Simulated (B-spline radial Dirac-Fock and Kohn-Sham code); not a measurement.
## Satellites and hypersatellites of the K lines of Lu¹⁰⁺

System: Lu¹⁰⁺ in the configuration [Kr] 4d10 4f12 5s2 5p1.

Method: Dirac-Fock energy differences between relaxed states, corrected for Breit and QED terms. Computed with a radial B-spline solver. Each two-hole energy is an average over J within one jj subconfiguration, not an observable level; in light atoms, where LS coupling holds, the j-resolved values are not observed lines, and for a K spectator the Kα1 hypersatellite is nearly forbidden. The model has no electron correlation.

Lines without a spectator: Kα2 (K-L2) 52961.7 eV, Kα1 (K-L3) 54066.7 eV, Kβ3 (K-M2) 61045.5 eV, Kβ1 (K-M3) 61284.4 eV. Shifts in eV with one spectator hole (a dash: not computed, or left out as unreliable):

```tsv
spectator hole	Kα2	Kα1	Kβ3	Kβ1
K (1s)	+923.0	+986.6	+1193.3	+1208.0
L2 (2p1/2)	+116.0	+154.7	–	+298.9
L3 (2p3/2)	+91.1	+98.6	+230.8	–
M2 (3p1/2)	–	+24.09	+47.4	+56.2
M3 (3p3/2)	+13.83	–	+41.5	+41.8
M4 (3d3/2)	+4.77	+1.38	–	–
M5 (3d5/2)	-0.39	+3.40	–	–
```
